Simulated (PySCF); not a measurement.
Predicted microwave data (PBE0-D3(BJ)/def2-SVP geometry optimisation, gas phase in PySCF) for one isomer of C2H7F3GeSi:

```
Rotational constants : A = 2252, B = 907.4, C = 747.4 MHz
Dipole components    : |μa| = 1.02 D, |μb| = 1.30 D, |μc| = 0.87 D
Inertial defect      : -105.11 u·Å²
κ                    : -0.79
```

Task: Which structure is it? (One computed conformer of each.)
A. `[F:1][C:2]([F:3])([F:4])[CH2:5][GeH2:6][SiH3:7]` with C2–C5–Ge6–Si7 47°
B. `[F:1][C:2]([F:3])([F:4])[SiH2:5][CH2:6][GeH3:7]` with C2–Si5–C6–Ge7 -57°
C. `[F:1][C:2]([F:3])([F:4])[GeH2:5][CH2:6][SiH3:7]` with C2–Ge5–C6–Si7 -64°

Result: A. It is FC(F)(F)[CH2][GeH2][SiH3], an asymmetric top, point group C1. The candidates at the same level (rigid rotor, commonest isotopes):

```csv
SMILES,A (MHz),B (MHz),C (MHz),μa (D),μb (D),μc (D),Δ (u·Å²),point group,rotor
F[C](F)(F)[GeH2][CH2][SiH3],2033,998.4,798.6,1.51,1.77,0.45,-121.88,C1,asymmetric top
FC(F)(F)[CH2][GeH2][SiH3],2252,907.4,747.4,1.02,1.30,0.87,-105.11,C1,asymmetric top
FC(F)(F)[SiH2][CH2][GeH3],2623,711.4,642.8,1.52,1.87,0.22,-116.96,C1,near-prolate asymmetric top
```

`FC(F)(F)[SiH2][CH2][GeH3]` has B 22 % too low; `F[C](F)(F)[GeH2][CH2][SiH3]` has B 10 % too high. No structure here is proved a minimum.
